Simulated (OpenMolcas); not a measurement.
Re4+ among 5 point charges of -2 e arranged as a trigonal bipyramid (D3h), 2.05 Å from the ion, with the axial distance 2.398 Å.
```
   2.0500    0.0000    0.0000  -2.00
  -1.0250    1.7754    0.0000  -2.00
  -1.0250   -1.7754    0.0000  -2.00
   0.0000    0.0000    2.3985  -2.00
   0.0000    0.0000   -2.3985  -2.00
```

```json
{"Program": "OpenMolcas 26.06", "Method": "CASSCF", "Basis": "ANO-RCC-VDZP [7s6p4d2f1g]", "Scalar Hamiltonian": "DKH2, point nucleus", "Active space": "3 electrons in 5 orbitals (5d)", "State averaging": "2S+1 = 4 even, 10 roots; 2S+1 = 2 even, 40 roots", "Spin-orbit coupling": "state interaction with AMFI integrals over the reference wave functions"}
```

Problem. What is the spin-free ground state (labels of D3, the rotations of D3h)?

Solution. 4E, 2-fold in its orbital part, 100 % from free-ion F terms; it has the highest spin that d3 allows.

Problem. Where is the first state of the same spin?

Solution. 4E at 5620 cm-1 above the ground state.

Problem. What are the lowest two levels with spin-orbit coupling?

Solution. A 2-fold level E1/2 with g = 0.87, 0.87, 1.19, then a 2-fold level E3/2 167.5 cm-1 above it. Their leading multiplicities are 4 (90 %) and 4 (86 %).

Problem. What is χT at 300 K?

Solution. 0.14 cm3 K/mol.

Spin-orbit coupling mixes the spin-free states strongly: the lowest level takes only 67 % from its leading state, 4E. An orbital doublet at a regular site is open to a Jahn-Teller distortion, which this geometry leaves out. Without dynamic correlation the repulsion within the d shell is too large (B by tens of per cent), so at a given field states of lower spin stand too high. Point charges carry no covalency, so the field is a model and not that of real ligands. No measured value stands beside these numbers.
